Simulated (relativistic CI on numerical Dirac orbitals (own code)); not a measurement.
# Hg26+: q coefficients and field-shift factors

Calculated at this level of theory: Dirac-Coulomb-Breit CI, orbitals from a KLI potential per configuration, derivatives by finite differences, unscaled Slater integrals, QED left out (own radial code, finite nucleus).

Configurations in the expansion (outside the closed core [Ar] 3d10 4p6 4d10): 4s2 4f8, 4s 4f9, 4f10. Levels of other configurations are missing.

With x = (α/α₀)² − 1 an excitation energy changes as ω = ω₀ + qx; K = 2q/ω₀ is the relative enhancement. Terms are leading LS components, so labels can repeat. The field-shift factor is F = δν/δ⟨r²⟩ for the transition from the lowest level.

Lowest level 4s2 4f8 7F_6.

| Level | ω₀ (cm⁻¹) | q (cm⁻¹) | K | F (GHz/fm²) |
| --- | --- | --- | --- | --- |
| 4s2 4f8 7F_4 | 16288.8 | -794.3 | -0.0975 | 0.15 |
| 4s2 4f8 7F_5 | 18307.8 | 23830 | 2.6 | 1.36 |
| 4s2 4f8 7F_3 | 28547.6 | 25990 | 1.82 | 1.58 |
| 4s2 4f8 7F_2 | 30476.3 | 17680 | 1.16 | 1.2 |
| 4s2 4f8 7F_1 | 36500.7 | 33390 | 1.83 | 2.02 |
| 4s2 4f8 7F_0 | 37436.5 | 31240 | 1.67 | 1.93 |
| 4s2 4f8 3H_6 | 54982.6 | -12460 | -0.453 | 0.0909 |
| 4s2 4f8 7F_4 | 56772.3 | 28430 | 1 | 2.05 |
| 4s2 4f8 5L_10 | 66530.5 | 7349 | 0.221 | 1.25 |
| 4s2 4f8 5D_4 | 70615.8 | 3495 | 0.099 | 1.04 |
| 4s2 4f8 5H_7 | 72740.5 | 3566 | 0.0981 | 1.1 |
| 4s2 4f8 5H_5 | 75623.6 | 14900 | 0.394 | 1.66 |
| 4s2 4f8 3P_2 | 77916.5 | 15800 | 0.406 | 1.7 |

At this charge energies of transitions that change n are usually good to better than 1 %, and those within a shell (Δn = 0) to a few per cent. Terms inside the open d or f shell come out 10 to 20 % too wide with unscaled integrals.
